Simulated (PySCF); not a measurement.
## Computed properties of C₂H₇F₂NSi, SMILES CC[Si](N)(F)F

Si(F)2(Et)(NH2) (C2H7F2NSi), SMILES CC[Si](N)(F)F. Geometry optimised at B3LYP-D3(BJ)/def2-SVP. One conformer was computed; it need not be the lowest. All values are computed for the isolated molecule unless a solvent is named; none is compared with measurement here.

**Structure.** All 33 harmonic modes at B3LYP-D3(BJ)/def2-SVP (PySCF) are real, so it is a minimum. With heavy atoms numbered as in [CH3:1][CH2:2][Si:3]([NH2:4])([F:5])[F:6], the shortest bond between them is C1–C2 at 1.536 Å and the longest C2–Si3 at 1.855 Å.

**Vibrations.** The strongest infrared lines (harmonic, unscaled, degenerate partners summed) lie at 867 cm⁻¹ (198 km/mol, Si 39 %, F 25 %, H 18 %, N 14 %), 932 cm⁻¹ (154 km/mol, Si 40 %, F 24 %, H 18 %, N 15 %), 922 cm⁻¹ (100 km/mol, H 38 %, Si 27 %, F 25 %). The softest mode is at 59 cm⁻¹ and the zero-point energy is 61.2 kcal/mol.

**Electronic structure.** ωB97X/def2-TZVP (PySCF) places the frontier levels at -10.68 and 2.59 eV, a gap of 13.27 eV, and gives a dipole moment of 2.72 D and a mean polarisability of 52.8 bohr³. PBE/def2-TZVP (PySCF) at the same geometry gives -6.59 and -0.25 eV, so its gap is 6.93 eV narrower. An orbital gap is neither the optical nor the fundamental gap.

**Excitations.** TDA-ωB97X/def2-SVPD (PySCF) has S1 at 7.53 eV (165 nm, f = 0.062, bright); the most intense of the 10 singlets computed lies at 10.06 eV (f = 0.09). T1 (TDA) is at 7.21 eV, 0.32 eV under S1. TDA-PBE/def2-SVPD (PySCF) puts S1 at 6.28 eV. No vertical singlet excitation falls in the visible range (under 3.1 eV).

**NMR.** GIAO shifts at B3LYP/pcSseg-1 (PySCF) (non-relativistic, atoms alike by connectivity averaged): ¹³C from 8.5 to 11.6 ppm against TMS; ¹H from 0.8 to 1.4 ppm against TMS; ²⁹Si at -25.4 ppm against TMS; ¹⁹F at -157.5 ppm against CFCl3.

**Solvation.** SMD-B3LYP/6-31G* (PySCF) gives -2.7 kcal/mol in water, -6.3 kcal/mol in 2-propanol, -6.0 kcal/mol in dichloromethane (1 M in both phases, gas-phase geometry); of these solvents 2-propanol holds the molecule best.
